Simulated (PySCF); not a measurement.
Computed IR spectrum (relative IR intensity) of a molecule C2H7ClSi3. The structure is a stationary point at PBE-D3(BJ)/def2-SVP. Other conformers were not sampled. These are PySCF 2.14.0 with PBE-D3(BJ)/def2-SVP values and carry that method's errors. Frequencies are harmonic and unscaled.

Lines under 2 % of the strongest are left out, and lines within 2 cm⁻¹ are merged.

ν (cm⁻¹): 294 (vw), 352 (w), 442 (vw), 461 (w), 527 (s), 578 (m), 592 (m), 608 (vw), 621 (vw), 661 (w), 729 (m), 747 (s), 756 (s), 787 (vs), 865 (m), 898 (s), 1087 (w), 1255 (vw), 2145 (s), 2150 (vs), 2160 (m), 2177 (m), 3037 (vw), 3059 (w) (against the strongest line: vs over 80 %, s over 45 %, m over 15 %, w over 4 %, vw less)

**Question.** Which molecule gave these data?
A. [SiH3]C1=C(Cl)[SiH2][SiH2]1
B. [SiH3][Si@@H]1C=C[Si@@H]1Cl
C. C=C1[SiH2][SiH](Cl)[SiH2]1
D. Cl[Si@@H]1C=C[SiH2][SiH2]1

**Answer.** D, Cl[Si@@H]1C=C[SiH2][SiH2]1
